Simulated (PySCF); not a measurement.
## MS anions for M along the fifth-period p block

PBE0 with double-zeta basis sets in PySCF, for the lowest determinant that a PBE0 search found; no spin–orbit coupling. De refers to high-spin ground-configuration atoms (the charge goes to the atom of lower measured ionisation energy or higher electron affinity, which is not always the lowest computed limit). A positive dipole points towards S; it is taken about the centre of mass and depends on that origin.

| M | basis | charged atom | state (unpaired electrons) | Re (Å) | ωe (cm⁻¹) | De (eV) | μ (D) |
| --- | --- | --- | --- | --- | --- | --- | --- |
| In | def2-SVPD | S− | singlet (closed shell) | 2.349 | 383 | 3.70 | -5.29 |
| Sn | def2-SVPD | S− | doublet (π ↑) | 2.338 | 404 | 3.63 | -4.33 |
| Sb | def2-SVPD | S− | triplet (π ↑↑) | 2.341 | 413 | 3.16 | -4.17 |

The shortest bond is that of SnS⁻ (2.338 Å), the longest that of InS⁻ (2.349 Å).

The state changes along the series, so neighbouring rows are not always alike in their bonding.

Spin–orbit coupling is left out, which matters for elements this heavy, above all for dissociation energies. For an ion De counts to the pair picked by the measured ionisation energies or electron affinities, which need not be the lowest pair at this level. The highest Kohn–Sham level is positive in some of these anions. Much of that is self-interaction error, but it also means that the finite basis helps to hold the extra electron. States were picked by a PBE0 search and need not be the measured ground states.
